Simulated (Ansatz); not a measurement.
Species: C₃H₈BrSi, net charge 0, doublet state. It need not be the lowest isomer of its formula. 
Structure (B3LYP-D3(BJ)/def2-TZVP (Ansatz, a program for electronic structure) minimum search):
```xyz
13

Si    -0.0422     0.0661    -0.8609
C      1.6019    -0.3671    -1.5495
C     -1.3571    -1.1385    -1.4061
C     -0.4946     1.8392    -1.2197
Br     0.1273    -0.1245     1.3998
H      1.8888    -1.3881    -1.7758
H      2.3958     0.3624    -1.6663
H     -1.0759    -2.1620    -1.1540
H     -1.5013    -1.0783    -2.4878
H     -2.3086    -0.9191    -0.9193
H     -0.6125     1.9900    -2.2958
H      0.2799     2.5186    -0.8611
H     -1.4324     2.1059    -0.7300
```
Charge 0, spin multiplicity 2.

Dipole moments at this geometry, in debye (magnitudes).

```tsv
level	program	dipole (D)
SVWN5/def2-TZVPD	Ansatz	2.28
PBE/def2-TZVPD	Ansatz	2.28
revPBE/def2-TZVPD	Ansatz	2.29
r2SCAN/def2-TZVPD	Ansatz	2.40
B97M-V/def2-TZVPD	Ansatz	2.36
PBE0/def2-TZVPD	Ansatz	2.44
BHLYP/def2-TZVPD	Ansatz	2.53
r2SCANh/def2-TZVPD	Ansatz	2.44
HSE06/def2-TZVPD	Ansatz	2.44
CAM-B3LYP/def2-TZVPD	Ansatz	2.49
LC-wPBE/def2-TZVPD	Ansatz	2.56
wB97M-V/def2-TZVPD	Ansatz	2.47
CCSD(T)/def2-SVPD	Ansatz	?
```

**Question.** Some entries are withheld; supply them.

**Answer.** 
- CCSD(T)/def2-SVPD, dipole (D): 2.41
